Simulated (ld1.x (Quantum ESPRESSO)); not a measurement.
**Logarithmic derivatives: Sb, ultrasoft**

ld1.x (Quantum ESPRESSO) 7.5 input, shortened:

```
&input
   title='Sb', zed=51., rel=2, dft='PBESOL', iswitch=3,
   config='[Kr] 4d10 5s2 5p2.5', rel_dist='average'
 /
 &inputp
   pseudotype=3, tm=.true., lloc=-2, rcloc=1.80,
   nlcc=.false.,
   which_augfun='PSQ', rmatch_augfun_nc=.true.
 /
4
5S  1  0   2.00   0.00  1.45  1.90  0.0
5S  1  0   0.00   0.60  1.45  1.90  0.0
5P  2  1   2.50   0.00  2.55  2.80  0.0
5P  2  1   0.00   0.10  2.55  2.80  0.0
 &test
   configts(1)='5s2 5p2.5'
 /
```

Open shells are filled in proportion to 2j + 1 (rel_dist='average').

The phase is arctan(r·u′/u) with u = r·R(r), unwrapped; energies in Ry, scanned from -3 to 5 Ry. A pole is an energy at which the radial function vanishes at the test radius. The pseudo phase is shifted by a multiple of π to meet the all-electron one at the reference energy, and phase errors are pseudo minus all-electron; the curves can meet again beyond the range given. Levels narrower than the energy grid can be missing from the lists of poles.

| channel | radius (bohr) | reference energy (Ry) | poles, all-electron | poles, pseudo | unbroken range about the reference energy with phases within 0.05 rad | phase error 1 Ry above the reference energy (rad) |
| --- | --- | --- | --- | --- | --- | --- |
| s | 3.04 | -1.22 | -0.70 | -0.70, 4.83 | the whole range | -0.000 |
| p1/2 | 3.04 | -0.64 | 0.23 | 0.23, 4.64 | below 2.2 | -0.000 |
| p3/2 | 3.04 | -0.59 | 0.38 | 0.38, 4.71 | below 2.4 | -0.000 |

Note: ghost state, extra bound levels that the all-electron valence spectrum of the same l lacks: d at -2.94 eV. A true bound ghost makes a file unfit for plane-wave use.

Phases in the p3/2 channel:

| E (Ry) | all-electron | pseudo |
| --- | --- | --- |
| -3.00 | 1.342 | 1.342 |
| -2.76 | 1.327 | 1.327 |
| -2.52 | 1.308 | 1.308 |
| -2.28 | 1.284 | 1.284 |
| -2.04 | 1.252 | 1.252 |
| -1.80 | 1.208 | 1.208 |
| -1.56 | 1.141 | 1.141 |
| -1.32 | 1.025 | 1.025 |
| -1.08 | 0.786 | 0.786 |
| -0.84 | 0.177 | 0.177 |
| -0.60 | -0.758 | -0.758 |
| -0.36 | -1.212 | -1.212 |
| -0.12 | -1.401 | -1.401 |
| 0.12 | -1.502 | -1.502 |
| 0.36 | -1.567 | -1.567 |
| 0.60 | -1.616 | -1.617 |
| 0.84 | -1.658 | -1.658 |
| 1.08 | -1.696 | -1.697 |
| 1.32 | -1.736 | -1.737 |
| 1.56 | -1.781 | -1.783 |
| 1.80 | -1.835 | -1.841 |
| 2.04 | -1.909 | -1.923 |
| 2.28 | -2.021 | -2.055 |
| 2.52 | -2.214 | -2.309 |
| 2.76 | -2.596 | -2.880 |
| 3.00 | -3.276 | -3.706 |
| 3.24 | -3.883 | -4.171 |
| 3.48 | -4.195 | -4.381 |
| 3.72 | -4.356 | -4.496 |
| 3.96 | -4.451 | -4.569 |
| 4.20 | -4.513 | -4.623 |
| 4.44 | -4.558 | -4.668 |
| 4.68 | -4.591 | -4.708 |
| 4.92 | -4.618 | -4.749 |
